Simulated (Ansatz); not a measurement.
**Worked example: the step energy**

An elementary step of BNH$_{4}$F$_{2}$, closed shell (BHF₂ ([F][BH][F]) + NH₃ → BNH₂F₂ ([NH2][B]([F])[F]) + H₂; B–H, H–N broken or loosened, B–N, H–H formed or tightened). “Start” and “end” are the PBE0-D4/def2-TZVP structures reached by relaxing down either side of its saddle point, with the molecules still in contact.

Computed with Ansatz 0.2.0 (basis: def2-TZVPP and def2-QZVPP); correlated methods freeze the cores.

Energies in eV:

| quantity | end | start |
| --- | --- | --- |
| Hartree–Fock, triple zeta (X = 3) | -7636.01800 | -7635.68039 |
| Hartree–Fock, quadruple zeta (X = 4) | -7636.38056 | -7636.02357 |
| MP2 correlation, X = 3 | -22.70602 | -22.89337 |
| MP2 correlation, X = 4 | -24.67076 | -24.85735 |
| CCSD(T) correlation, X = 3 | -23.89750 | -24.10370 |

Q: Work out the step energy at the basis limit: extrapolate Hartree–Fock as E(X) = E∞ + A exp(−7.88 √X) and the MP2 correlation as E(X) = E∞ + B X^−2.97 (the exponents that Neese and Valeev fitted for def2-TZVPP and QZVPP), then add CCSD(T) − MP2 in triple zeta.

A: Each step is linear, so take the differences first (end − start): Hartree–Fock -0.33761 (X = 3) and -0.35699 (X = 4); MP2 correlation 0.18735 and 0.18659; CCSD(T) correlation 0.20620.
Two points give E∞ = E(4) + w [E(4) − E(3)], with w = 1/(exp(7.88 (2 − √3)) − 1) = 0.1377 for Hartree–Fock and w = 1/((4/3)^2.97 − 1) = 0.7407 for the correlation.
Hartree–Fock: -0.35699 + 0.1377 × (-0.01938) = -0.3597 eV.
MP2 correlation: 0.18659 + 0.7407 × (-0.00076) = 0.1860 eV.
CCSD(T) − MP2: 0.20620 − 0.18735 = 0.0189 eV.
Sum: -0.3597 + 0.1860 + 0.0189 = -0.1548 eV, or -3.57 kcal/mol. Plain CCSD(T) in triple zeta gives -0.1314 eV, so the larger basis shifts the result by -0.0234 eV.

The T1 diagnostic stays at or below 0.012.

The step is the kind of exchange with an N–H group that builds nitride films in atomic layer and chemical vapour deposition.

Labels in which every atom is bracketed show which atoms are joined, not bond orders.

For scale, one of the runs: CCSD(T)/def2-TZVPP, 180 basis functions, launched by `ansatz run in.yaml --threads 2 --pin off --events-out ev --progress --plain --max-ram 4352MiB`. The run took 51 s on 2 CPU threads of an Arm Neoverse V2 (shared host), with 1.9 GiB of host memory at its peak.
